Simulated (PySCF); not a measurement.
Coordinates in bohr (charge 0 multiplicity 6):
```
Ru    0.0000    0.0000    0.4263
O     0.0000    0.0000   -2.9491
H     0.0000    0.0000    3.6927
```

Level of theory: UPBE0/[Ru def2-TZVP with ECP28, O def2-TZVP, H def2-TZVP], scalar-relativistic core potentials, density fitting, no spin–orbit coupling, PySCF.

This geometry of HRuO is a stationary point at this level.

Task: What is the point group?

Result: C∞v.

Task: Is it a minimum?

Result: No: it has 2 imaginary modes (one degenerate set), at 306i cm⁻¹ (π).

Task: List the harmonic modes with their infrared intensities.

Result: 
| symmetry | ω (cm⁻¹) | IR (km/mol, summed over degenerate members) |
| --- | --- | --- |
| π | 306i | – |
| σ+ | 757 | 82.0 |
| σ+ | 1770 | 224 |

In C∞v the vibrations span π + 2σ+.

This need not be the most stable arrangement of these atoms. With open d or f shells other occupations or spin states may lie lower. At this level a quartet minimum of Cs symmetry lies 147 kJ/mol below this structure.
